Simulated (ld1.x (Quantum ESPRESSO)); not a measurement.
**An all-electron radial function and its pseudo partner (molybdenum (Mo))**

Columns: radius, all-electron u(r) and pseudo u(r) of the 4p shell (level -44.35 eV) of molybdenum in the configuration [Ar] 3d10 4s2 4p6 4d5 5s0 5p0; BLYP, non-relativistic, TM scheme, ld1.x (Quantum ESPRESSO) 7.5.

```tsv
r (bohr)	all-electron	pseudo
0.076	0.3398	0.0082
0.152	0.0642	0.0329
0.228	-0.3467	0.0742
0.304	-0.5280	0.1325
0.380	-0.4682	0.2077
0.456	-0.2598	0.2996
0.532	0.0089	0.4063
0.608	0.2783	0.5240
0.684	0.5155	0.6462
0.760	0.7061	0.7639
0.836	0.8470	0.8668
0.912	0.9414	0.9457
0.988	0.9952	0.9953
1.064	1.0152	1.0150
1.140	1.0087	1.0087
1.216	0.9825	0.9825
1.292	0.9422	0.9422
1.368	0.8924	0.8924
1.444	0.8368	0.8368
1.520	0.7784	0.7784
1.596	0.7191	0.7191
1.672	0.6607	0.6607
1.748	0.6042	0.6042
1.824	0.5504	0.5504
1.900	0.4996	0.4996
1.976	0.4522	0.4522
```

How many radial nodes do the two functions have?

The all-electron 4p function has n − l − 1 = 2; the pseudo-wave has 0, since the states of the same l below it are removed with the core.

At about which radius was the pseudo-wave matched?

1.24 bohr. The columns agree to 0.0005 from 0.99 bohr on; several derivatives are matched, so the curves merge somewhat inside the radius.

Is the pseudo-wave norm-conserving?

Yes: the TM scheme keeps the norm inside the radius equal to the all-electron one, which fixes the energy derivative of the logarithmic derivative at the level.
